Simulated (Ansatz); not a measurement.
Frontier orbitals of C$_{6}$H$_{15}$F$_{3}$GaP (`CC[P+](CC)(CC)[Ga-]([F])([F])[F]`).

Charge 0, multiplicity 1. Correlated methods include outer-core shells of Ga, which these sets cover unevenly. Scalar relativity is left out up to krypton. The geometry is a stationary point of PBE0-D4/def2-TZVP. It is one conformer, not always the lowest. Basis def2-TZVPP, Ansatz.

```
 functional  HOMO (eV)  LUMO (eV)  gap (eV)
LDA (SPW92)      -7.16      -1.11      6.05
        PBE      -6.99      -0.84      6.15
     revPBE      -6.92      -0.71      6.21
       BLYP      -6.91      -0.70      6.21
       PBE0      -8.39       0.02      8.41
      B3LYP      -8.20      -0.18      8.02
    LC-ωPBE     -10.98       2.25     13.23
    ωB97M-V     -10.55       1.76     12.31
```

A quarter of exact exchange (PBE0) shifts PBE's HOMO by −1.40 eV and its LUMO by +0.86 eV; full exchange at long range (ωB97M-V) shifts them by −3.56 and +2.59 eV. The gap opens from 6.15 to 12.31 eV, since occupied levels lose self-interaction and empty ones feel all the electrons. A positive LUMO is unbound and depends on the basis.

B3LYP here is the variant with VWN-RPA as its local correlation; programs differ in this. LC-ωPBE has ω = 0.4 bohr⁻¹.
